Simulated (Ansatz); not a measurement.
Frontier orbitals of C2H6BrNSi (`CN(C)[Si]Br`).

The species carries charge 0 and has multiplicity 1. Correlated methods include outer-core shells of Br, which these sets cover unevenly. Scalar relativity is left out up to krypton. The structure was optimised at the PBE0-D4/def2-TZVP level. It is one conformer, not always the lowest. Basis def2-TZVPP, Ansatz 0.2.0.

Orbital energies of one run (eV). Highest occupied ones, from the top: -6.50, -7.03, -7.92, -8.25, -9.72, -10.55, -11.05, -11.54, -12.87, -12.94, -14.32, -17.79, -19.97, -20.75. Empty: -1.96, -0.15, 0.77, 1.14, 2.13, 2.34.

(1) Which functional gave them?
A. HSE06 (plane-wave form)
B. ωB97M-V
C. LDA (SPW92)
D. r2SCAN

Results:

(1) A. HOMO energies: HSE06 -6.50, r2SCAN -6.03, ωB97M-V -8.97, LDA (SPW92) -5.94 eV.
